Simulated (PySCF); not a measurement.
Predicted microwave data (PBE0/pcSseg-1 in PySCF (dipole) on a GFN2-xTB geometry, gas phase) for one isomer of C6H12O2SSi:

| Property | Result |
| --- | --- |
| Rotational constants | A = 1522, B = 549.4, C = 490.4 MHz |
| Dipole components | \|μa\| = 0.30 D, \|μb\| = 1.71 D, \|μc\| = 0.94 D |
| Inertial defect | -221.50 u·Å² |
| κ | -0.89 |

Task: Which candidate fits, each taken in the one conformer that was computed?
A. `[CH2:1]=[CH:2][C@@:3]1([S:4]([CH3:5])(=[O:6])=[O:7])[SiH2:8][C@H:9]1[CH3:10]` with C1–C2–C3–S4 -22°, C2–C3–S4–C5 -63°
B. `[CH3:1][C:2](=[O:3])[C@@H:4]1[CH2:5][C@@:6]1([SiH3:7])[S@:8]([CH3:9])=[O:10]` with C1–C2–C4–C5 -128°, C5–C6–S8–C9 146°
C. `[CH3:1][CH:2]([CH3:3])[S:4][C@@H:5]1[CH2:6][Si@H:7]1[C:8](=[O:9])[OH:10]` with C1–C2–S4–C5 -68°, C2–S4–C5–C6 161°, C6–Si7–C8–O9 27°, Si7–C8–O10–H 180°
D. `[CH3:1][CH2:2][Si:3]1([O:4][C:5]([CH3:6])=[O:7])[CH2:8][S:9][CH2:10]1` with C1–C2–Si3–O4 -42°, C2–Si3–O4–C5 -54°, Si3–O4–C5–C6 175°, C2–Si3–C8–S9 -109°, Si3–C8–S9–C10 -9°, C8–S9–C10–Si3 9°, C2–Si3–C10–S9 109°
E. `[O:1]=[S@@:2]1[C@H:3]2[CH2:4][CH2:5][C@:6]1([O:7][SiH3:8])[CH2:9][CH2:10]2` with C5–C6–O7–Si8 149°

Result: C. It is CC(C)S[C@@H]1C[Si@H]1C(=O)O, an asymmetric top, point group C1. The candidates at the same level (rigid rotor, commonest isotopes):

```json
{"SMILES": "CC(C)S[C@@H]1C[Si@H]1C(=O)O", "A (MHz)": "1522", "B (MHz)": "549.4", "C (MHz)": "490.4", "μa (D)": "0.30", "μb (D)": "1.71", "μc (D)": "0.94", "Δ (u·Å²)": "-221.50", "point group": "C1", "rotor": "asymmetric top"}
{"SMILES": "CC(=O)[C@@H]1C[C@@]1([SiH3])[S@](C)=O", "A (MHz)": "1426", "B (MHz)": "774.6", "C (MHz)": "644.8", "μa (D)": "1.73", "μb (D)": "0.99", "μc (D)": "1.35", "Δ (u·Å²)": "-223.18", "point group": "C1", "rotor": "asymmetric top"}
{"SMILES": "C=C[C@@]1(S(C)(=O)=O)[SiH2][C@H]1C", "A (MHz)": "1304", "B (MHz)": "930.5", "C (MHz)": "800.9", "μa (D)": "2.84", "μb (D)": "2.12", "μc (D)": "2.26", "Δ (u·Å²)": "-299.77", "point group": "C1", "rotor": "asymmetric top"}
{"SMILES": "O=[S@@]1[C@H]2CC[C@]1(O[SiH3])CC2", "A (MHz)": "1750", "B (MHz)": "894.8", "C (MHz)": "786.8", "μa (D)": "2.58", "μb (D)": "2.35", "μc (D)": "0.01", "Δ (u·Å²)": "-211.23", "point group": "C1", "rotor": "asymmetric top"}
{"SMILES": "CC[Si]1(OC(C)=O)CSC1", "A (MHz)": "1468", "B (MHz)": "659.3", "C (MHz)": "554.6", "μa (D)": "2.23", "μb (D)": "0.53", "μc (D)": "1.53", "Δ (u·Å²)": "-199.48", "point group": "C1", "rotor": "asymmetric top"}
```

`O=[S@@]1[C@H]2CC[C@]1(O[SiH3])CC2` has B 63 % too high; `CC(=O)[C@@H]1C[C@@]1([SiH3])[S@](C)=O` has B 41 % too high; `C=C[C@@]1(S(C)(=O)=O)[SiH2][C@H]1C` has B 69 % too high; `CC[Si]1(OC(C)=O)CSC1` has B 20 % too high. No structure here is proved a minimum.
